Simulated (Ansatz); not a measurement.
`CC(C)O[SiH]` and `BC(C)C` differ in one atom or group.

Ansatz, PBE0-D4/def2-TZVP geometries, multiplicity 1. Each molecule was computed in one conformer, which needn't be the lowest.

```csv
property,`CC(C)O[SiH]`
LUMO energy (ωB97M-V/def2-TZVPP) / eV,0.06
HOMO–LUMO gap (ωB97M-V/def2-TZVPP) / eV,8.50
HOMO–LUMO gap (PBE/def2-TZVPP) / eV,2.47
"ideal-gas entropy at 298 K and 1 bar (rigid rotor, harmonic PBE0-D4/def2-TZVP) / J/(mol·K)",340
LUMO energy (PBE/def2-TZVPP) / eV,-2.75
HOMO energy (ωB97M-V/def2-TZVPP) / eV,-8.44
```

(1) Give the same properties after the change, and the shifts. (Best estimate.)

Answers

(1) The calculation gave: 
```tsv
property	`BC(C)C`	shift
LUMO energy (ωB97M-V/def2-TZVPP) / eV	0.67	0.61
HOMO–LUMO gap (ωB97M-V/def2-TZVPP) / eV	11.32	2.82
HOMO–LUMO gap (PBE/def2-TZVPP) / eV	4.80	2.33
ideal-gas entropy at 298 K and 1 bar (rigid rotor, harmonic PBE0-D4/def2-TZVP) / J/(mol·K)	307	-33
LUMO energy (PBE/def2-TZVPP) / eV	-2.21	0.54
HOMO energy (ωB97M-V/def2-TZVPP) / eV	-10.65	-2.21
```

With PBE0 the HOMO falls by 2.02 eV and the LUMO rises by 0.73 eV, so the gap widens by about 2.75 eV. PBE moves the HOMO by -1.79 eV and ωB97M-V by -2.21 eV.
